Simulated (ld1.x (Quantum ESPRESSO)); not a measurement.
## Transferability test, PAW potential for cobalt (Co)

cobalt (Co), PAW, made with ld1.x (Quantum ESPRESSO) 7.5 (LDA (PZ), scalar-relativistic). Core [Ne], reference 3s2 3p6 3d7 4s1.5 4p0.5. Waves: 3s (bound): rcut 1.05, rcutus 1.30 bohr; 4s (bound): rcut 1.05, rcutus 1.30 bohr; 3p (bound): rcut 1.15, rcutus 1.20 bohr; 4p (bound): rcut 1.15, rcutus 1.20 bohr; 3d (bound): rcut 1.50, rcutus 1.80 bohr; 3d channel at 2.8 Ry: rcut 1.50, rcutus 1.80 bohr. Local part: all-electron potential smoothed inside 0.95 bohr (lloc = -1). Core correction: Bessel-smoothed model core, default radius (core density twice the valence density). Augmentation charge: PSQ, inside the norm-conserving radii.

Energies are relative to the spin-unpolarised reference configuration 3s2 3p6 3d7 4s1.5 4p0.5; without spin polarisation the order of configurations can differ from experiment. Spin-polarised rows fill each open shell by Hund’s rule, majority spin first. The frozen-core shift is the all-electron ΔE with the core orbitals held at their reference shape minus the fully relaxed ΔE.

Its overlap operator is not positive definite in a basis up to 400 Ry (lowest eigenvalue p -0.27), so the file is unfit for use: the generalised eigenproblem breaks down once the basis is large enough, and its test numbers describe a broken file.

```csv
valence configuration,charge,ΔE all-electron (eV),error AE − PS (meV),frozen-core shift (meV)
3s2 3p6 3d7 4s2 4p0,0,-2.177,+0.1,-0.2
3s2 3p6 3d7 4s1 4p0,+1,7.118,-0.6,+0.7
3s2 3p6 3d7 4s0 4p0,+2,24.203,-2.4,+2.4
3s2 3p6 3d8 4s1 4p0,0,-3.416,+0.4,+2.9
3s2 3p6 3d5 4s0 4p0,+4,116.043,-2.2,-4.4
3s2 3p6 3d7 4s1.5 4p0,+0.5,1.544,-0.1,+0.2
3s2 3p6 3d8 4s0 4p0,+1,4.528,-1.4,+4.4
3s2 3p6 3d7 4s1.5 4p0.5 (spin-polarised),0,-2.312,-2.1,+3.3
3s2 3p6 3d7 4s2 4p0 (spin-polarised),0,-4.160,-2.0,+3.2
```

Levels in the configuration 3s2 3p6 3d7 4s2 4p0:

```csv
level,all-electron (eV),pseudo (eV)
3s,-101.870,-101.870
3p,-65.512,-65.512
3d,-8.459,-8.459
4s,-5.680,-5.680
```

A variational frozen-core shift is positive and of second order in the change. This column holds negative values, so the frozen-core run of ld1.x carries numerical noise or an error of first order here, and the column gives no more than the rough size of the effect.

The ghost test of this file was not conclusive.
